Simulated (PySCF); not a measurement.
Job file and geometry (Å, from GFN2-xTB) of an NMR shielding run on SMILES C[Si@@H](P)C#CCN, C4H10NPSi, GIAO PBE0/pcSseg-1 NMR shielding, non-relativistic, gas phase (PySCF 2.14.0, density-fitted response routines); density fitting, a coarse starting grid and PySCF grid level 2 are the driver's defaults:

```
$ OMP_NUM_THREADS=1 python probes_run.py task.json out

{"job": {"kind": "nmr", "xc": "PBE0", "basis": "pcSseg-1"}, "charge": 0, "multiplicity": 1}
C     -2.948574    -0.587271     0.533514
Si    -1.256213    -1.190841    -0.088794
P     -1.288396    -1.170538    -2.346053
C      0.082584    -0.100553     0.582212
C      0.950380     0.649905     0.958821
C      2.093366     1.466495     1.346950
N      3.350853     1.024262     0.756683
H     -3.146528     0.434828     0.222309
H     -3.745179    -1.213214     0.140880
H     -2.999285    -0.620430     1.617025
H     -0.977030    -2.573589     0.332368
H      0.074892    -1.361826    -2.480306
H     -1.163231     0.202105    -2.463823
H      2.203636     1.446514     2.436585
H      1.918660     2.503459     1.038441
H      3.284160     1.028788    -0.256161
H      3.558904     0.073936     1.045998
```

Q: Write the output of this run.

A: 
```
coarse grid: 14856 points
cycle   1  E = -843.3303196133  dE =  5.549e-01  |g| = 5.133e-01  |ddm| = 3.814e+00
cycle   2  E = -843.3180820949  dE =  1.224e-02  |g| = 5.641e-01  |ddm| = 1.107e+00
cycle   3  E = -843.3917782125  dE = -7.370e-02  |g| = 1.283e-01  |ddm| = 5.506e-01
cycle   4  E = -843.3951153745  dE = -3.337e-03  |g| = 5.771e-02  |ddm| = 1.367e-01
cycle   5  E = -843.3959241680  dE = -8.088e-04  |g| = 1.152e-02  |ddm| = 5.702e-02
cycle   6  E = -843.3959544718  dE = -3.030e-05  |g| = 3.131e-03  |ddm| = 1.360e-02
cycle   7  E = -843.3959565907  dE = -2.119e-06  |g| = 8.204e-04  |ddm| = 4.974e-03
final grid: 133400 points
cycle   8  E = -843.4355868372  dE = -2.957e-05  |g| = 7.386e-03  |ddm| = 3.867e-02
cycle   9  E = -843.4355823879  dE =  4.449e-06  |g| = 8.521e-03  |ddm| = 1.673e-02
cycle  10  E = -843.4356002811  dE = -1.789e-05  |g| = 1.231e-03  |ddm| = 8.514e-03
cycle  11  E = -843.4356006223  dE = -3.412e-07  |g| = 4.106e-04  |ddm| = 1.204e-03
cycle  12  E = -843.4356006617  dE = -3.936e-08  |g| = 1.160e-04  |ddm| = 3.901e-04
cycle  13  E = -843.4356006650  dE = -3.275e-09  |g| = 2.111e-05  |ddm| = 1.500e-04
cycle  14  E = -843.4356006651  dE = -9.845e-11  |g| = 6.724e-06  |ddm| = 3.330e-05
converged SCF energy = -843.4356006651

GIAO shielding tensors (ppm)
atom      isotropic    diamagn.    paramagn.     s11        s22        s33       span
  0 C      188.155     253.303     -65.148    179.637    190.306    194.521     14.884
  1 Si     394.860     883.675    -488.816    364.933    390.374    429.272     64.339
  2 P      591.967     969.086    -377.119    541.838    605.058    629.005     87.168
  3 C       96.151     262.082    -165.931     13.459     23.570    251.424    237.965
  4 C       66.372     276.534    -210.162    -36.196    -23.864    259.177    295.374
  5 C      150.234     245.182     -94.948    128.118    152.879    169.706     41.588
  6 N      221.900     319.535     -97.635    201.241    220.709    243.750     42.509
  7 H       31.374      31.967      -0.592     27.377     29.414     37.332      9.954
  8 H       31.560      28.386       3.174     26.684     28.901     39.094     12.410
  9 H       31.188      30.398       0.790     26.376     28.449     38.739     12.363
 10 H       26.955      30.301      -3.346     23.839     25.024     32.002      8.162
 11 H       30.423      32.899      -2.477     25.585     27.545     38.138     12.553
 12 H       30.501      33.215      -2.715     26.296     27.782     37.424     11.128
 13 H       28.130      27.887       0.244     22.482     28.073     33.836     11.354
 14 H       28.110      28.908      -0.798     22.550     28.187     33.592     11.042
 15 H       30.868      33.955      -3.087     25.241     28.891     38.471     13.230
 16 H       30.839      32.921      -2.083     25.327     28.527     38.661     13.334
```

Q: Turn these shieldings into chemical shifts. δ = σ(ref) − σ, references computed at the same level: TMS for $^{13}$C (σref 186.93) and $^{29}$Si (σref 349.16) and $^{1}$H (σref 31.72); $^{31}$P (σref 318.38) against H3PO4; NH3 for $^{15}$N (σref 267.73).

A: Averaging equivalent atoms: C 4: 120.6; C 3: 90.8; C 5: 36.7; C 0: -1.2; Si 1: -45.7; P 2: -273.6; N 6: 45.8; H 10: 4.76; H 14: 3.61; H 13: 3.59; H 11/12: 1.26; H 15/16: 0.86; H 7/8/9: 0.34 ppm. Experimental scales use liquid or dissolved standards, which lie at an offset from isolated NH3 (liquid NH3: subtract about 20 ppm) and H3PO4.

Size and cost of the density-fitted run: 183 basis functions, 47 s wall time on 1 thread of an Arm Neoverse N1, shared host; peak memory 0.82 GiB.
